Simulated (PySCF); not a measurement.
## Nickel: a sound run and one with changed settings

Sound run: Ni [Ar] 3d8 4s2, Ni+ [Ar] 3d9. All numbers are calculated (PySCF 2.14, scalar relativity by spin-free X2C-1e, in cc-pVDZ-DK). The sound run starts from symmetry-adapted Hartree-Fock orbitals and uses a fine grid where one is needed.

A second run was set up differently.

| species | method | sound run (hartree) | changed run (hartree) | converged |
| --- | --- | --- | --- | --- |
| Ni | UHF | -1519.09686 | -1519.09686 | yes |
| Ni | PBE0 | -1520.32629 | -1520.38441 | yes |
| Ni | PBE | -1520.32393 | -1520.39967 | yes |
| Ni+ | UHF | -1518.79618 | -1518.79618 | yes |
| Ni+ | PBE0 | -1520.03731 | -1520.05751 | yes |
| Ni+ | PBE | n/a | -1520.06119 | yes |

Ionisation energy of Ni:

```json
{"method": "UHF", "sound run (eV)": "8.182", "changed run (eV)": "8.182"}
{"method": "PBE0", "sound run (eV)": "7.864", "changed run (eV)": "8.895"}
{"method": "PBE", "sound run (eV)": "n/a", "changed run (eV)": "9.211"}
```

What was changed?
A. level shift left on
B. all electrons correlated in a valence basis
C. angular grid far too coarse
D. a valence shell is frozen

C. It used 14 angular points. A coarse angular grid integrates products of high-l functions wrongly, so density functionals can shift, and the SCF can exploit the error; Hartree-Fock and MP2 need no grid.
